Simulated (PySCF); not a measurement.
Species: InEt2(SiH3), C4H13InSi.
Cartesian coordinates in Å at the PBE0-D3(BJ)/def2-SVP level; atoms count from 1:
```
atom  x, y, z in Å
In1    0.068    0.168   -0.002
C2     2.076    0.452    0.814
C3     2.796   -0.834    1.200
H4     1.962    1.119    1.687
H5     2.657    1.032    0.077
H6     3.789   -0.639    1.640
H7     2.226   -1.418    1.941
H8     2.952   -1.496    0.333
C9    -1.123    1.814   -0.811
C10   -2.519    1.426   -1.277
H11   -0.535    2.259   -1.633
H12   -1.165    2.589   -0.026
H13   -3.078    2.288   -1.681
H14   -2.493    0.660   -2.070
H15   -3.126    1.008   -0.458
Si16  -0.962   -2.222    0.060
H17    0.071   -3.309    0.029
H18   -1.914   -2.487   -1.068
H19   -1.744   -2.416    1.329
```

Method: PBE0-D3(BJ)/def2-SVP geometry optimisation, gas phase, def2 core potentials past Kr in PySCF 2.14.0.

Q: Which atoms are bound to In1, and at what distances?

A: 3 atoms: C2 2.185 Å, C9 2.187 Å, Si16 2.604 Å. The nearest atom not counted as bound is H4, at 2.71 Å (others tie with it).

Q: List the angles at In1.

A: 
```tsv
angle	degrees	distance of the outer atoms (Å)
C2–In1–C9	122.8	3.84
C9–In1–Si16	119.0	4.13
C2–In1–Si16	118.3	4.12
```

Q: What is the shape at In1?

A: Planar: angles 122.8°, 119.0° and 118.3°, sum 360.0°, 0.02 Å off the plane of its three neighbours.

Q: What are the other bond lengths?

A: C2–C3, C9–C10 1.523 Å; C2–H4 and 3 like bonds 1.104 Å; C3–H6 and 5 like bonds 1.103 Å; Si16–H17, Si16–H18, Si16–H19 1.501 Å.

Q: Give some angles away from the centre.

A: In1–C2–C3 114.8°.

Q: What are the rotational constants (commonest isotopes, rigid rotor)?

A: A = 1951, B = 1185, C = 757.9 MHz: an asymmetric top.

Point group: near Cs, missed by 0.23 Å at most; the miss may be what the optimiser left on a soft mode. Charge 0, singlet. Stationary, but not proved a minimum.

One conformer stands for the species.
